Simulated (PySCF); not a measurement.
## Correlation energy of Yb(2+) (ytterbium, charge +2)

[Xe] 4f13 5d1, one real determinant (an excited configuration). Computed with PySCF 2.14 in ANO-RCC-VTZP, with scalar relativity by spin-free X2C-1e. Frozen: [Kr] 4d10; 22 electrons correlated.

```
  level  correlation energy (mhartree)
   CCSD                        -899.08
    (T)                         -34.23
CCSD(T)                        -933.31
```

Diagnostics: T1 = 0.012, D1 = 0.0230, largest double amplitude 0.042.

The real determinant used has ⟨L²⟩ near 18 against 30 for a pure H term, so it mixes terms. Spin-orbit coupling, absent here, splits the open shell strongly.

Cost of the coupled-cluster step: of the order of 4 core-minutes, for 22 correlated electrons.

The reference is one real determinant that mixes LS terms of this configuration.
